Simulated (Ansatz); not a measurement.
F4Te, SMILES F[Te+](F)(F)F, charge +1, multiplicity 2.

Geometry: PBE0-D3(BJ)/def2-SVP. The def2 effective core potentials stand for the cores of Te; spin–orbit coupling is left out.

Two levels are set side by side: PBE/def2-SVPD (Ansatz, a first-principles code) and CAM-B3LYP/def2-SVPD (Ansatz). Energy differences of separate SCF runs at the same geometry; the states with an electron removed or added have multiplicity 1 and 1. Differences are taken from unrounded values.

| quantity | CAM-B3LYP |
|---|---|
| vertical ionisation energy (eV) | 20.41 |
| vertical electron affinity (eV) | 12.01 |

Question: What does PBE give, and how far is it from CAM-B3LYP? (An estimate is asked for; the answer gives what the named calculation found.)

Answer: 
| quantity | PBE | PBE minus CAM-B3LYP |
|---|---|---|
| vertical ionisation energy (eV) | 19.60 | -0.80 |
| vertical electron affinity (eV) | 11.51 | -0.50 |
